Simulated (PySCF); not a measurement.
Compound: C₄H₅F₂N (charge -1 and doublet state).
Z-matrix (Å and degrees, GFN2-xTB geometry), rows numbered from 1:
```
C 
C   1  1.5096
N   2  1.3234  1  115.86
C   2  1.3996  1  117.04  3   179.06
F   4  1.4037  2  115.98  1   176.39
C   4  1.3959  2  132.53  1     6.21
F   6  1.3972  4  120.56  2   -27.44
H   1  1.0906  2  110.74  3   125.24
H   1  1.0906  2  111.03  3  -115.09
H   1  1.0880  2  108.63  3     4.94
H   3  1.0231  2  110.59  1  -179.97
H   6  1.0821  4  120.23  2  -171.41
```

The hyperfine couplings belong to this conformer and change with its torsions.

The species is `C[C]([NH-])/C(F)=C\F` [radical] (charge -1).

Level of theory: PySCF, UKS B3LYP, pcH-1 on C F H N, non-relativistic, mean-field spin-orbit, GIAO. Whether the extra electron is bound in the gas phase wasn't checked; a finite basis holds it in any case. A GFN2-xTB geometry isn't a minimum of the functional, and hyperfine couplings can be far from their values at a DFT geometry, by a factor of two or more for some ions and for spin on atoms past the first row. The frame is twisted about the C4–C6 bond at this geometry (dihedral F5–C4–C6–H12 = 18°); couplings at other torsion angles weren't computed. No stability test was run, so a lower SCF solution isn't excluded.

Match the computed a_iso(19F) values +165.5, +25.6 MHz with the sites F5; F7.

| site | a_iso (MHz) | ρ(0) (bohr⁻³) | position | distance from C6 (Å) | bound to | spin population there | largest \|T\| (MHz) |
| --- | --- | --- | --- | --- | --- | --- | --- |
| F5 | +25.6 | +0.0061 | 2 bonds from C6 | 2.31 | C4 | +0.09 | 40.4 |
| F7 | +165.5 | +0.0393 | 1 bond from C6 | 1.40 | C6 | +0.48 | 224.0 |

The isotropic 1H couplings, averaged over equivalent nuclei, are -20.7, -10.1, +5.7 MHz. Assign them to H8/H9/H10; H11; H12.

```tsv
site	a_iso (MHz)	ρ(0) (bohr⁻³)	position	distance from C6 (Å)	bound to	spin population there	largest |T| (MHz)
H8/H9/H10	+5.7	+0.0013	3 bonds from N3	3.39	C1	-0.01	3.4
H11	-20.7	-0.0046	1 bond from N3	3.93	N3	+0.35	21.9
H12	-10.1	-0.0023	1 bond from C6	1.08	C6	+0.48	20.8
```

ρ(0) is the spin density at the nucleus and T the dipolar tensor; entries for several nuclei are means. Largest spin populations (Mulliken): C6 (+0.48), N3 (+0.35), C2 (+0.09) and C4 (+0.09). Main spin sites, with 60 % or more of the largest population: N3, C6; positions count bonds from the nearest.

Class means assume fast exchange of nuclei equivalent by connectivity; if that motion is slow, each nucleus keeps its own coupling. The three 1H nuclei of mean +5.7 MHz run from 0.1 to 10.6 MHz in the frozen geometry.

C2, the radical centre as drawn in `C[C]([NH-])/C(F)=C\F`, holds a spin population of +0.09 out of 1.

Hardware: an Arm Neoverse V2 with one thread, on a shared host. Cost: 32 s of wall time (with the writing of density and orbital grids), 0.88 GiB resident at most.
